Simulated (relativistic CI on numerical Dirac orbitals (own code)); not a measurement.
Method of calculation: Dirac equation for one electron, model QED (radiative potential, 1s self-energy scaled to tabulated hydrogen-like ionisation energies) (own radial code, finite nucleus).

Configuration list: 1s, 2s, 2p, 3s, 3p, 3d, 4s, 4p, 4d, 4f, 5s, 5p, 5d, 5f, 5g, 6s, 6p, 6d. Levels of other configurations are missing.

Outline of the computed level scheme of F IX. Lowest level of each configuration: 1s 2S_1/2 at 0.00 eV; 2p 2P°_1/2 at 827.24 eV; 2s 2S_1/2 at 827.25 eV; 3p 2P°_1/2 at 980.54 eV; 3s 2S_1/2 at 980.54 eV; 3d 2D_3/2 at 980.63 eV; 4p 2P°_1/2 at 1034.18 eV; 4s 2S_1/2 at 1034.18 eV; 4d 2D_3/2 at 1034.22 eV.

Some strong electric-dipole decays among the lowest 14 levels: 2p 2P°_1/2 → 1s 2S_1/2 (4.1e+12 s⁻¹); 2p 2P°_3/2 → 1s 2S_1/2 (4.1e+12 s⁻¹); 3p 2P°_3/2 → 1s 2S_1/2 (1.1e+12 s⁻¹); 3p 2P°_1/2 → 1s 2S_1/2 (1.1e+12 s⁻¹); 4p 2P°_3/2 → 1s 2S_1/2 (4.5e+11 s⁻¹); 4p 2P°_1/2 → 1s 2S_1/2 (4.5e+11 s⁻¹); 3d 2D_5/2 → 2p 2P°_3/2 (4.2e+11 s⁻¹); 3d 2D_3/2 → 2p 2P°_1/2 (3.5e+11 s⁻¹).
